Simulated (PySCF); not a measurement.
The vertical singlet excitations below were computed for one of the candidates. Method used: TDDFT CAM-B3LYP/def2-SVPD, vertical, gas phase, core orbitals frozen in the response in PySCF. Geometries: GFN2-xTB, one conformer each.

```json
{"state": "S1", "λ (nm)": "211.4", "f": "0.026"}
{"state": "S2", "λ (nm)": "186.5", "f": "0.0026"}
{"state": "S3", "λ (nm)": "186.0", "f": "0.0024"}
{"state": "S4", "λ (nm)": "178.6", "f": "0.014"}
{"state": "S5", "λ (nm)": "172.5", "f": "0.041"}
{"state": "S6", "λ (nm)": "170.1", "f": "0.187"}
{"state": "S7", "λ (nm)": "169.7", "f": "0.130"}
{"state": "S8", "λ (nm)": "163.9", "f": "0.0058"}
```

Triplets computed (Tamm–Dancoff): 4.35, 5.20, 6.10 eV.

Orbital energies (eV): HOMO-3 -10.85, HOMO-2 -10.00, HOMO-1 -9.61, HOMO -9.43, LUMO -0.20, LUMO+1 0.55, LUMO+2 1.00.

Question: Which candidate is it?
A. `[SiH2]([SiH2]O[SiH2]C=C)F`
B. `C/C=C\S[SiH2]O[SiH3]`
C. `C1(/CN[SiH2]1)=C\C(F)F`
D. `C[SiH2]O[SiH2]O[SiH3]`
E. `C([SiH3])([SiH3])/C=C\[SH]=O`

Answer: A. Its S1 lies at 5.87 eV; the nearest of the others has S1 at 5.51 eV. S1 is HOMO→LUMO (61%), HOMO-1→LUMO (31%). Löwdin shares by element: HOMO carbon 27%, oxygen 14%, silicon 12% or more (atoms not listed hold the other 48%); LUMO silicon 53% or more, hydrogen 14% or more (atoms not listed hold the other 33%). At the same level the other candidates give, for their lowest levels:
- `C[SiH2]O[SiH2]O[SiH3]`: 168 nm (f 0.014); 161 nm (f 0.005); 160 nm (f 0.008); 153 nm (f 0.035); 152 nm (f 0.015); T1 7.08 eV; HOMO -9.62, LUMO 0.86 eV
- `FC(F)/C=C1/CN[SiH2]1`: 225 nm (f 0.000); 223 nm (f 0.004); 197 nm (f 0.002); 193 nm (f 0.004); 178 nm (f 0.506); T1 4.16 eV; HOMO -8.19, LUMO 0.43 eV
- `C/C=C\S[SiH2]O[SiH3]`: 242 nm (f 0.000); 210 nm (f 0.009); 205 nm (f 0.370); 194 nm (f 0.018); 188 nm (f 0.000); T1 3.99 eV; HOMO -7.55, LUMO 0.57 eV
- `O=[SH]/C=C\C([SiH3])[SiH3]`: 245 nm (f 0.033); 214 nm (f 0.043); 211 nm (f 0.085); 202 nm (f 0.073); 197 nm (f 0.015); T1 3.94 eV; HOMO -8.24, LUMO 0.06 eV

Conformer computed: `[CH2:1]=[CH:2][SiH2:3][O:4][SiH2:5][SiH2:6][F:7]`: C1–C2–Si3–O4 -4°, C2–Si3–O4–Si5 43°, Si3–O4–Si5–Si6 -106°, O4–Si5–Si6–F7 -171°.

Without π bonds the low states are Rydberg-like; a valence basis with one diffuse set may place them up to an eV too high.
